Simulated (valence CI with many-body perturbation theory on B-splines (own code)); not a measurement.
The numbers below are computed, except where a source is named.
Run record, Bi77+

Level of theory: configuration interaction combined with many-body perturbation theory (CI+MBPT): four valence electrons over a frozen Dirac-Fock core [He], radial functions for each j: 6 s, 6 p, 5 d, 3 f, 1 g, with the one-electron correlation potential Σ1 (screened to all orders), the two-electron term Σ2, the three-electron term Σ3, Breit, model QED; selected single and double excitations, second order for the rest, scaled by the run's own slope (own B-spline code, finite nucleus).

Command, and the settings that its task file holds:

```sh
python run_cv.py task.json out
```

```
atom Bi  Z=83  mass_number=209  rms_radius_fm=5.5211
core [He]
valence 2s2 2p2
avg = 1
basis = S
breit = 1
cap = 10000
capref = 1200
cscale = 1
de = 0.0
dress = 0
eps = 2e-08
extrap = 1
h = 0.27
hh = 1
l2 = 3
lcore = 6
maxit = 60
n2 = 5
natural = 1
nlev = 21
nno = [3, 3, 3, 2, 1]
nroot = 26
nsp = [3, 3, 2, 1, 0]
pt2 = 1
qed = 1
rpa = 0
s1 = 1
s2 = 1
s3 = 1
screen = 1
tol = 2e-05
whole = 1
```

It took 10 s on 1 thread of Intel(R) Xeon(R) Platinum 8259CL CPU @ 2.50GHz (Skylake/Cascade Lake) (shared host).

Log. The first blocks belong to the next ion, which gives the ionisation energy. Fields: 2J, parity (1 odd), roots, reference size, generating configurations, candidates as configurations/state functions, variational space P, stored matrix elements, Davidson steps; e2 is the range of second-order energies in hartree. The first line gives the box (bohr), its intervals, the orbitals and the steps of their self-consistent field. Window is the range of levels sought, series limit the energy at which the first omitted orbital would enter, core excitation an estimate of the first excitation out of the core, left out the lowest levels not solved, and shifts from estimates the range by which levels moved from their first estimate, all in cm⁻¹.

```
rmax 0.7 intervals 52 orbitals 36 references ['2s2 2p2', '2s 2p3', '2p4'] scf 2 t 0.7
2J=1 par=1 roots 2 ref 40 generators 2 cand 653/925 P 547/814 nnz 0 it 0
2J=1 par=1 roots 2 ref 40 generators 2 cand 138/151 P 568/846 nnz 0 it 0
   second order: generators 2 cand 117/119 e2 -0.00000 -0.00000
reference levels 448, estimated 188, window 110574980 1/cm; series limit 151478674, core excitation 612696384
2J=0 par=0 roots 7 ref 28 generators 8 cand 1307/2029 P 2392/3496 nnz 8.9e+05 it 4
2J=0 par=0 roots 7 ref 28 generators 10 cand 798/1290 P 2492/3657 nnz 9.7e+05 it 4
   second order: generators 14 cand 1550/2554 e2 -0.00001 -0.00000
2J=2 par=0 roots 5 ref 58 generators 6 cand 2437/7206 P 1256/3579 nnz 1.2e+06 it 5
2J=2 par=0 roots 5 ref 58 generators 9 cand 2979/10026 P 2318/7140 nnz 4.4e+06 it 5
   second order: generators 14 cand 2759/11094 e2 -0.00001 -0.00000
2J=4 par=0 roots 5 ref 64 generators 5 cand 1640/6198 P 1170/3587 nnz 1.4e+06 it 5
2J=4 par=0 roots 5 ref 64 generators 8 cand 2753/12439 P 2077/7148 nnz 5.1e+06 it 5
   second order: generators 10 cand 2487/12849 e2 -0.00003 -0.00000
2J=4 par=1 roots 5 ref 67 generators 4 cand 1642/6134 P 1109/3585 nnz 1.4e+06 it 4
2J=4 par=1 roots 5 ref 67 generators 5 cand 1639/7286 P 1939/6894 nnz 5e+06 it 5
   second order: generators 7 cand 1929/8609 e2 -0.00002 -0.00000
2J=2 par=1 roots 7 ref 62 generators 8 cand 2833/8738 P 1317/3585 nnz 1.3e+06 it 4
2J=2 par=1 roots 7 ref 62 generators 10 cand 2966/10055 P 2463/7383 nnz 4.6e+06 it 5
   second order: generators 13 cand 2042/7691 e2 -0.00002 -0.00000
2J=6 par=1 roots 2 ref 47 generators 2 cand 1424/6439 P 1115/3550 nnz 1.3e+06 it 4
2J=6 par=1 roots 2 ref 47 generators 3 cand 1443/8208 P 1812/6700 nnz 4.7e+06 it 5
   second order: generators 5 cand 1898/12252 e2 -0.00001 -0.00000
2J=0 par=1 roots 4 ref 24 generators 4 cand 965/1290 P 2233/3350 nnz 8.4e+05 it 4
2J=0 par=1 roots 4 ref 24 generators 8 cand 1407/2304 P 2315/3476 nnz 9e+05 it 4
   second order: generators 10 cand 1457/2375 e2 -0.00001 -0.00000
left out: unestimated 160319212, estimated 119570132, shifts from estimates 0 to 135
operators 0.0
```

The Davidson iterations converged.

No measured spectrum was set against this ion. As an estimate, large intervals hold to a few tenths of a per cent, small ones and those within an open d or f shell to about a per cent.

```
Valence energy                            : -3664.572 hartree
Ionisation energy                         : 24155 eV (NIST: 24150 ± 120 eV (theoretical))
Reference configurations for the orbitals : 2s2 2p2, 2s 2p3, 2p4
Radial orbitals                           : 36
Box radius                                : 0.7483 bohr
Largest variational space                 : 7383
Lowest levels                             : (2s^2 2p1/2^2) J=0 0.0, (2s^2 2p1/2 2p3/2) J=1 2421.0, (2s^2 2p1/2 2p3/2) J=2 2439.0, (2s 2p1/2^2 2p3/2) J=2 2788.6, (2s 2p1/2^2 2p3/2) J=1 2891.6, (2s^2 2p3/2^2) J=2 4893.9, (2s^2 2p3/2^2) J=0 4968.5, (2s 2p1/2 2p3/2^2) J=2 [a] 5177.4, (2s 2p1/2 2p3/2^2) J=3 5223.8, (2s 2p1/2 2p3/2^2) J=0 5302.5, (2s 2p1/2 2p3/2^2) J=1 [a] 5328.9, (2s 2p1/2 2p3/2^2) J=2 [b] 5336.4, (2s 2p1/2 2p3/2^2) J=1 [b] 5342.1, (2p1/2^2 2p3/2^2) J=2 5724.9 eV
```

Levels are named by their leading jj configuration (3d3/2^4 stands for four electrons in 3d with j = 3/2), which in mixed levels can hold well under half, so a name can repeat and another be missing. Letters in brackets count levels of one name in rising energy.
